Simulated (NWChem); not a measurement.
# SnH4S2; SMILES [SH][SnH2][SH]

```xyz
7

Sn     0.0000     0.0000     0.4857
S      1.9934     0.0741    -0.8885
S     -1.9934    -0.0741    -0.8885
H      0.0700     1.4343     1.4152
H     -0.0700    -1.4343     1.4152
H      1.7161    -1.0930    -1.5108
H     -1.7161     1.0930    -1.5108
```
Atoms are numbered in this order, from 1.

Level: PBE0/def2-SVP with def2 effective core potentials on Sn (NWChem), optimised geometry, unscaled harmonic frequencies. def2 effective core potentials on Sn; no spin-orbit coupling.

Task: List the harmonic frequencies with IR intensities, and the thermochemistry.

Result: 
```tsv
frequency (cm⁻¹)	IR intensity (km/mol)
88	0.0
142	30.0
180	31.9
349	13.5
355	34.8
367	39.5
505	1.0
612	122.6
687	91.6
723	54.5
725	12.4
1941	107.8
1954	152.4
2716	1.6
2716	0.4
```

The zero-point energy is 20.1 kcal/mol. The thermal correction to the enthalpy at 298.15 K (with zero-point energy) comes out as 24.8 kcal/mol. The heat capacity Cv is 21.1 cal/(mol K) and the entropy at 298.15 K and 1 atm (symmetry number 2) comes out as 81.8 cal/(mol K).

Rigid rotor and harmonic oscillator; modes under 100 cm⁻¹ make the entropy uncertain.
